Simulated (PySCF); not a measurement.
A geometry optimisation on `[OH][Nb]([OH])([OH])[OH]` (Nb(OH)4) [radical].

Computed with PBE0-D3(BJ)/def2-SVP geometry optimisation, gas phase, def2 core potentials past Kr (PySCF 2.14.0). Start geometry: GFN2-xTB. The input is one job of a driver script: a line of settings, then coordinates in Å.

Input:
```
{"job": {"xc": "PBE0", "basis": "def2-SVP", "d3": "d3bj", "grid": 1, "maxiter": 40, "kind": "geom"}, "charge": 0, "multiplicity": 2}
Nb     0.000370     0.003140    -0.002900
O     -1.241940     0.201180     1.319820
H     -1.758230    -0.156010     2.047320
O      1.448210    -0.142810    -1.099340
H      2.138630     0.225040    -1.657660
O     -0.182050     1.759370    -0.447640
H     -0.620310     2.612920    -0.396300
O     -0.028670    -1.803540     0.226800
H      0.243980    -2.699290     0.009910
```

**Question.** What does the run print?

**Answer.** 
```
step   0  E = -359.84933517  max force = 0.065309
step   1  E = -359.86441136  max force = 0.016272
step   2  E = -359.86684670  max force = 0.003458
step   3  E = -359.86409980  max force = 0.019116
step   4  E = -359.86652273  max force = 0.007245
step   5  E = -359.86759695  max force = 0.004066
step   6  E = -359.86898444  max force = 0.004251
step   7  E = -359.87089652  max force = 0.003003
step   8  E = -359.87351823  max force = 0.004168
step   9  E = -359.87655663  max force = 0.008861
... (17 lines left out)
step  27  E = -359.88968502  max force = 0.005083
step  28  E = -359.88988745  max force = 0.005065
step  29  E = -359.89029881  max force = 0.003195
step  30  E = -359.89041562  max force = 0.001735
step  31  E = -359.89048892  max force = 0.000759
step  32  E = -359.89053471  max force = 0.000753
step  33  E = -359.89053794  max force = 0.000724
step  34  E = -359.89056262  max force = 0.000495
step  35  E = -359.89058153  max force = 0.000313
step  36  E = -359.89059036  max force = 0.000375
optimisation converged
```

Energies in Eh; «max force» is the largest Cartesian gradient component in Eh/bohr.

**Question.** Give the first gradient maximum in eV/Å.

**Answer.** With 1 Eh/bohr = 51.422 eV/Å, 3.358 eV/Å.

**Question.** How much energy does the optimisation release, in eV?

**Answer.** E(step 0) − E(last step) = 0.041255 Eh, which is 1.123 eV.

In short: final energy -359.89059 Eh after 36 steps; dipole 0.09 D.

**Question.** Give the final coordinates.

**Answer.** 1.052 Å rms from the input after alignment:
```
atom  x, y, z in Å
Nb1    0.0029   -0.0008   -0.0002
O2    -1.0986    0.0470    1.5506
H3    -0.9944   -0.3152    2.4346
O4     1.8847   -0.0308   -0.2856
H5     2.6108    0.3636    0.2054
O6    -0.4106    1.7384   -0.6521
H7    -0.5217    2.0930   -1.5383
O8    -0.3600   -1.7628   -0.6226
H9    -1.1131   -2.1323   -1.0919
```

**Question.** How long does this job take on one thread, x86-64 server, on a shared host?

**Answer.** About 4.3 min.
Labels such as C1 count atoms from 1, the log's own numbers from 0.

For an open-shell metal species like this, the optimisation's SCF solution wasn't tested for stability and no frequencies at its level were run, so a lower state or another shape may exist.
